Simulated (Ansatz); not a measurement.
**Relaxing a trial structure of GaH5O2Sn**

The starting geometry of this gas-phase singlet was optimised with GFN2-xTB.

```yaml
atoms:
  - { symbol: Ga, position_ang: [0.6911, -1.3849, -0.0048] }
  - { symbol: O, position_ang: [-0.9529, -0.5442, -0.5580] }
  - { symbol: O, position_ang: [0.3754, -0.5447, 1.7003] }
  - { symbol: Sn, position_ang: [-1.6736, 0.4903, 1.3854] }
  - { symbol: H, position_ang: [-1.2874, -0.4011, -1.4445] }
  - { symbol: H, position_ang: [-0.9300, 2.1357, 0.9454] }
  - { symbol: H, position_ang: [0.4457, -2.8947, 0.1371] }
  - { symbol: H, position_ang: [1.8981, -0.7632, -0.7126] }
  - { symbol: H, position_ang: [0.9871, -0.4060, 2.4244] }
```

**Question.** Where would you expect an optimisation with r2SCAN-D4/def2-SVP to take it?

**Answer.** It keeps its bonds.

The energy falls by 0.31 eV over 12 steps:

```json
{"step": "1", "E − E(last) (eV)": "0.307"}
{"step": "2", "E − E(last) (eV)": "0.132"}
{"step": "3", "E − E(last) (eV)": "0.100"}
{"step": "5", "E − E(last) (eV)": "0.034"}
{"step": "6", "E − E(last) (eV)": "0.022"}
{"step": "7", "E − E(last) (eV)": "0.009"}
{"step": "8", "E − E(last) (eV)": "0.005"}
{"step": "10", "E − E(last) (eV)": "0.001"}
{"step": "11", "E − E(last) (eV)": "0.000"}
{"step": "12", "E − E(last) (eV)": "0.000"}
```

Final geometry (Å):

```xyz
9

Ga    0.6258   -1.4944    0.0330
O    -1.0133   -0.5928   -0.5604
O     0.3464   -0.5942    1.7544
Sn   -1.6946    0.1861    1.3971
H    -0.8373    0.1102   -1.2020
H    -1.0003    1.8001    0.9900
H     0.2826   -2.9971    0.2337
H     1.8513   -0.8392   -0.6865
H     0.9930    0.1085    1.9135
```

Frequencies at the end are all real (lowest 80 cm⁻¹). Atoms past krypton carry core potentials, without spin–orbit terms. Run with Ansatz 0.2.0, 41 s on 2 threads of Arm Neoverse V1 (shared host).
